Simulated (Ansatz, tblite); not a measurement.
Cost and result up the ladder for (H2In-mu-F)2 (In₂H₄F₂) (8 atoms). Total charge 0; singlet. Geometry: B3LYP-D4/def2-SVP.

```xyz
8

In   -0.968    1.284   -0.555
H    -2.325    0.656   -1.388
H    -0.243    2.763   -0.084
F     0.681    0.020   -1.139
In    0.968   -1.284    0.555
H     2.318   -0.636    1.385
H     0.259   -2.772    0.094
F    -0.690   -0.031    1.132
```

Ansatz on 2 threads of Arm Neoverse V1 on a shared host; xTB runs through tblite on one thread. Times are rough, summed over both states, and most runs start from the orbitals of an earlier one. ωB97M-V/def2-TZVP serves as the yardstick here, not as an exact answer. The other state is a doublet.

In the def2 sets In takes a core potential; there is no spin–orbit coupling. The xTB rows come from tblite. HSE06 is defined as in plane-wave codes, on full-range PBE exchange.

Raw xTB energies of ions are shifted by several eV.

```json
{"level": "GFN2-xTB", "functions": "30", "wall time": "0.007 s"}
{"level": "GFN1-xTB", "functions": "34", "wall time": "0.011 s"}
{"level": "revPBE-D4/def2-TZVP", "functions": "186", "wall time": "9.4 s"}
{"level": "PBE-D4/def2-TZVP", "functions": "186", "wall time": "9.8 s"}
{"level": "BLYP-D4/def2-TZVP", "functions": "186", "wall time": "12 s"}
{"level": "PBE0-D4/def2-TZVP", "functions": "186", "wall time": "16 s"}
{"level": "r2SCAN-D4/def2-TZVP (with forces)", "functions": "186", "wall time": "20 s"}
{"level": "HSE06-D4/def2-TZVP (with forces)", "functions": "186", "wall time": "20 s"}
{"level": "r2SCANh-D4/def2-TZVP", "functions": "186", "wall time": "23 s"}
{"level": "ωB97M-V/def2-TZVP", "functions": "186", "wall time": "93 s"}
```

Estimate what each level gives for the vertical IE (eV).


```
                            level  vertical IE (eV)  difference from ωB97M-V/def2-TZVP (eV)
                         GFN2-xTB             14.06                                    3.09
                         GFN1-xTB             13.66                                    2.69
              revPBE-D4/def2-TZVP              9.83                                   -1.13
                 PBE-D4/def2-TZVP              9.84                                   -1.13
                BLYP-D4/def2-TZVP              9.78                                   -1.19
                PBE0-D4/def2-TZVP             10.40                                   -0.57
r2SCAN-D4/def2-TZVP (with forces)             10.08                                   -0.89
 HSE06-D4/def2-TZVP (with forces)             10.35                                   -0.61
             r2SCANh-D4/def2-TZVP             10.27                                   -0.70
                ωB97M-V/def2-TZVP             10.97                                    0.00
```
